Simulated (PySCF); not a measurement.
# Working out the ionisation energy of Au²⁺

Au²⁺ [Xe] 4f14 5d9 (2D) → Au³⁺ [Xe] 4f14 5d8 (3F). Calculation: PySCF 2.14, in def2-TZVPPD with the def2 core potential (60 electrons) (6s5p3d2f1g, 59 functions); a scalar-relativistic core potential. Frozen: 5s2 5p6. Energies in hartree (1 hartree = 27.21139 eV):

```tsv
part	Au²⁺ (lower)	Au³⁺ (upper)
UHF	-133.809803	-132.674257
CCSD correlation	-0.243846	-0.188115
(T)	-0.007270	-0.004247
```

Question: What does Hartree-Fock give?

Answer: (-132.674257) − (-133.809803) = 1.135546 hartree = 30.900 eV.

Question: What do CCSD and CCSD(T) give?

Answer: The CCSD correlation energies differ by 0.055731 hartree = 1.517 eV and the triples by 0.003023 hartree = 0.082 eV, so CCSD gives 32.417 eV and CCSD(T) 32.499 eV.

Reference: 30 ± 1.6 eV (theoretical estimate listed by NIST; NIST Atomic Spectra Database, ionization energies), between the lowest levels; spin-orbit coupling is absent from the calculation.

What remains against the reference includes basis incompleteness, the frozen core and higher excitations.
